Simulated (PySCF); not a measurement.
Si(H)2(F)(NH2) (FH4NSi), SMILES N[SiH2]F. Coordinates come from a PBE0-D3(BJ)/def2-TZVP optimisation. The values are those of a single conformer.

Give the equilibrium geometry at PBE0-D3(BJ)/def2-TZVP (PySCF confirms it by a frequency run) as a Z-matrix, and its point group. (The exact figures need the calculation; the answer reports its results.)

One answer among several that fit: point group Cs.
```
Si
F 1 1.6046
N 1 1.6957 2 114.64
H 3 1.0064 1 121.89 2 77.27
H 3 1.0064 4 111.82 1 156.85
H 1 1.4790 2 105.83 3 119.31
H 1 1.4790 6 114.06 2 -115.92
```
